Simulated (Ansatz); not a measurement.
Isomers of GeH₈OSi₂, relaxed with PBE0-D4/def2-TZVP in Ansatz; electronic energies, one conformer each and not always the lowest. Functionals use def2-TZVPP; CBS adds triple-zeta CCSD(T) − MP2 to the MP2 limit of def2-TZVPP and def2-QZVPP.

Outer-core shells of Ge are correlated without core-valence functions. Scalar relativity is left out up to krypton. Spin–orbit coupling is left out.

Order them by energy at frozen-core CCSD(T)/CBS, lowest first. (Best estimate.)
A. `[SiH3][SiH2][O][GeH3]`
B. `O[SiH]([SiH3])[GeH3]`
C. `[OH][GeH]([SiH3])[SiH3]`
D. `[SiH3]O[SiH2][GeH3]`
E. `[SiH3][O][GeH2][SiH3]`

D (0.0 kcal/mol), E (15.6 kcal/mol), A (20.3 kcal/mol), B (24.7 kcal/mol), C (35.7 kcal/mol).

How do ωB97M-V, PBE0-D4, HF/CBS(def2), PBE-D4 place them (kcal/mol, against `[SiH3]O[SiH2][GeH3]`)? (Estimate.)

Ansatz gave: 
```
                   isomer  ωB97M-V  PBE0-D4  HF/CBS(def2)  PBE-D4
   `O[SiH]([SiH3])[GeH3]`     25.2     20.3          33.1    18.0
`[OH][GeH]([SiH3])[SiH3]`     36.0     31.7          44.0    28.7
  `[SiH3][SiH2][O][GeH3]`     20.4     18.7          21.5    17.6
  `[SiH3][O][GeH2][SiH3]`     15.5     15.2          16.2    14.3
```
